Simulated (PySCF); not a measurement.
Simulated Si 2p region for `[SiH3]Br`, binding energy against the vacuum level.

Every computed line was given a Gaussian of 0.7 eV full width at half maximum and an area set by the number of equivalent atoms (split 2:1 within a doublet); the highest printed point is 100. Computed, not measured: delta-SCF UKS SCAN, pcX-2 on the ionised atom, pcseg-1 elsewhere, spin-free X2C in PySCF.

| binding energy (eV) | intensity |
| --- | --- |
| 107.0 | 0 |
| 107.1 | 1 |
| 107.2 | 3 |
| 107.3 | 6 |
| 107.4 | 12 |
| 107.5 | 23 |
| 107.6 | 39 |
| 107.7 | 57 |
| 107.8 | 77 |
| 107.9 | 92 |
| 108.0 | 100 |
| 108.1 | 99 |
| 108.2 | 93 |
| 108.3 | 83 |
| 108.4 | 74 |
| 108.5 | 66 |
| 108.6 | 60 |
| 108.7 | 52 |
| 108.8 | 43 |
| 108.9 | 32 |
| 109.0 | 22 |
| 109.1 | 13 |
| 109.2 | 7 |
| 109.3 | 4 |
| 109.4 | 2 |
| 109.5 | 1 |
| 109.6 | 0 |

Question: Count the maxima, the lines and the sites behind this envelope.

Answer: The curve has 1 maximum (at 108.0 eV). Under it lie 2 lines from 1 inequivalent silicon site, drawn as a 2p3/2, 2p1/2 pair. At this width some lines have no maximum of their own.

Question: Decompose the envelope and assign each component. Numbering: `[SiH3:1][Br:2]`.

Answer: 
```json
{"position (eV)": "108.00", "relative area": "0.67", "line": "Si 2p3/2", "atoms": "Si1", "environment": "SiH3 silicon"}
{"position (eV)": "108.63", "relative area": "0.33", "line": "Si 2p1/2", "atoms": "Si1", "environment": "SiH3 silicon"}
```

No satellites, vibrations or lifetime broadening are included. The 2p values add to the ΔSCF energy of one spin-free hole a correction within the shell (spin–orbit coupling, ligand field). 2p1/2 minus 2p3/2 (ligand field included): Si 0.63 eV. Geometry: PBE0-D3(BJ)/def2-SVP; no solvent, vibrations or thermal averaging.
